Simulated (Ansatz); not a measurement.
GeF2H2 (GeH₂F₂), relaxed as a singlet with RKS r2SCAN-D4/def2-TZVP in Ansatz, starting from the GFN2-xTB geometry. Force threshold 0.02 eV/Å.

Start:

```xyz
5

Ge    0.1413   -0.0172    0.0760
F    -1.4519   -0.2422    0.6856
F    -0.1600    0.4421   -1.5542
H     0.7737   -1.3652    0.0289
H     0.6969    1.1826    0.7637
```

```json
{"step": "1", "energy (eV)": "-61986.4529", "largest force component (eV/Å)": "0.690", "SCF passes": "14"}
{"step": "2", "energy (eV)": "-61986.4984", "largest force component (eV/Å)": "0.133", "SCF passes": "19"}
{"step": "3", "energy (eV)": "-61986.4995", "largest force component (eV/Å)": "0.008", "SCF passes": "21"}
```

Force components are those of the run's own axes.

End:

```tsv
atom	x (Å)	y (Å)	z (Å)
Ge1	0.100	-0.012	0.054
F2	-1.483	-0.247	0.700
F3	-0.163	0.452	-1.587
H4	0.811	-1.362	0.052
H5	0.734	1.169	0.781
```

By distances, no bond broke or formed. The bond that changes most is Ge1–H4, from 1.49 to 1.53 Å (atoms count from 1).

No frequencies were taken in this run, so the end may be a saddle point.

Hardware: 4 threads of Intel Xeon on a shared host. Wall time 8.5 s.
